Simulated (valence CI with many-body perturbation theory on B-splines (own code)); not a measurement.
**La⁵¹⁺: what the settings do**

Computed by configuration interaction combined with many-body perturbation theory (CI+MBPT): four valence electrons over a frozen Dirac-Fock core [He], radial functions for each j: 6 s, 6 p, 5 d, 3 f, 1 g, with the one-electron correlation potential Σ1 (screened to all orders), the two-electron term Σ2, the three-electron term Σ3, Breit, model QED; selected single and double excitations, second order for the rest, scaled by the run's own slope (own B-spline code, finite nucleus).

No measured spectrum was set against this ion. As an estimate, large intervals hold to a few tenths of a per cent, small ones and those within an open d or f shell to about a per cent.

The reference run has the lowest level (2s^2 2p1/2^2) J=0 and an ionisation energy of 10137.1 eV. Its largest variational space holds 9999 state functions.

Levels are named by their leading jj configuration (3d3/2^4 stands for four electrons in 3d with j = 3/2), which in mixed levels can hold well under half, so a name can repeat and another be missing. Letters in brackets count levels of one name in rising energy.

Changed runs:
A. size limit of the variational space 10000 → 6000
B. lowest core n in screening and Σ2 1 → 1
C. Breit term on → off; QED terms on → off; orbitals per symmetry with explicit Σ2 and valence Breit (the others get mean screening factors) 5 → 4
D. factor on the speed of light 1 → 0.9 (bad on purpose)

Excitation energies of the reference run in cm⁻¹, and shifts in cm⁻¹:

```csv
Level,Reference,A,B,C,D
(2s^2 2p1/2 2p3/2) J=1,3435150,0,0,+53837,+965080
(2s^2 2p1/2 2p3/2) J=2,3566740,0,0,+83107,+958719
(2s 2p1/2^2 2p3/2) J=2,5059320,-0.1,0,+73265,+1048100
(2s 2p1/2^2 2p3/2) J=1,5579780,+0.2,0,+62627,+1054456
(2s^2 2p3/2^2) J=2,7112770,0,0,+121520,+1933925
(2s^2 2p3/2^2) J=0,7464600,0,0,+90653,+1944639
(2s 2p1/2 2p3/2^2) J=2 [a],8346010,0,0,+117110,+2001473
(2s 2p1/2 2p3/2^2) J=3,8643340,+0.1,0,+160845,+1994740
(2s 2p1/2 2p3/2^2) J=0,8969150,+0.1,0,+95510,+2013562
(2s 2p1/2 2p3/2^2) J=1 [a],9098930,+0.2,0,+113820,+2018421
(2s 2p1/2 2p3/2^2) J=2 [b],9181650,+0.2,0,+142466,+2009413
(2s 2p1/2 2p3/2^2) J=1 [b],9208230,+0.2,0,+110745,+2008691
Ionisation energy (eV),10137.1,0,0,+15.8,+134.6
```

No effect on these energies: B.
